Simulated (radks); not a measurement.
Q: The mean radii <r> (bohr) of the occupied orbitals of an atom or ion are listed with their occupations. Calculated with a radial shooting solver on a logarithmic mesh with Libxc functionals: Dirac Kohn-Sham, LB94 model potential, spin-unpolarised, spherical densities, finite nucleus; Fermi nuclear charge, rms radius of each element as measured or else 0.836 A^(1/3) + 0.57 fm.

orbital  occ.      <r>
1s1/2       2  0.01630
2s1/2       2  0.06797
2p1/2       2  0.05576
2p3/2       4  0.06457
3s1/2       2   0.1763
3p1/2       2   0.1666
3p3/2       4   0.1824
3d3/2       4   0.1585
3d5/2       6   0.1633
4s1/2       2   0.3772
4p1/2       2   0.3758
4p3/2       4   0.4046
4d3/2       4   0.3995
4d5/2       6   0.4080
4f5/2       5   0.3866

Name the element and its charge. Open shells, if any, fill j = l - 1/2 first.

A: Z = 81, thallium, charge +30: Tl30+ in [Kr] 4d10 4f5. The 1s radius gives Z: for a bare nucleus <r> = (2 gamma + 1)/(2Z) with gamma = sqrt(1 - (Z/c)^2), 0.01613 bohr for Z = 81, and screening makes it slightly larger (0.01630 here). The occupations add up to 51, and the charge is Z minus that.
